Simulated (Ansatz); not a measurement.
One change: `N#C[SiH]1CS1` becomes `F[SiH]1CS1`.

Ansatz, PBE0-D4/def2-TZVP geometries, multiplicity 1. 

| property | `N#C[SiH]1CS1` |
| --- | --- |
| ideal-gas entropy at 298 K and 1 bar (rigid rotor, harmonic PBE0-D4/def2-TZVP) / J/(mol·K) | 325 |
| HOMO–LUMO gap (PBE0/def2-TZVPP) / eV | 6.08 |
| HOMO energy (ωB97M-V/def2-TZVPP) / eV | -9.83 |
| HOMO–LUMO gap (B3LYP/def2-TZVPP) / eV | 5.63 |
| LUMO energy (PBE/def2-TZVPP) / eV | -2.45 |
| HOMO–LUMO gap (PBE/def2-TZVPP) / eV | 4.00 |

Task: Give the same properties after the change, and the shifts. (Estimate.)

Result: The calculation gave: 
```
                                                                                  property  `F[SiH]1CS1`  shift
ideal-gas entropy at 298 K and 1 bar (rigid rotor, harmonic PBE0-D4/def2-TZVP) / J/(mol·K)           298    -27
                                                      HOMO–LUMO gap (PBE0/def2-TZVPP) / eV          7.30   1.22
                                                     HOMO energy (ωB97M-V/def2-TZVPP) / eV         -9.54   0.29
                                                     HOMO–LUMO gap (B3LYP/def2-TZVPP) / eV          6.78   1.15
                                                         LUMO energy (PBE/def2-TZVPP) / eV         -1.06   1.39
                                                       HOMO–LUMO gap (PBE/def2-TZVPP) / eV          5.09   1.09
```

With PBE0 the HOMO rises by 0.29 eV and the LUMO rises by 1.51 eV, so the gap widens by about 1.22 eV. PBE moves the HOMO by 0.30 eV and ωB97M-V by 0.29 eV. The zero-point energy changes by -14.9 kJ/mol with -3 modes.

B3LYP here is the variant with VWN-RPA as its local correlation; programs differ in this.
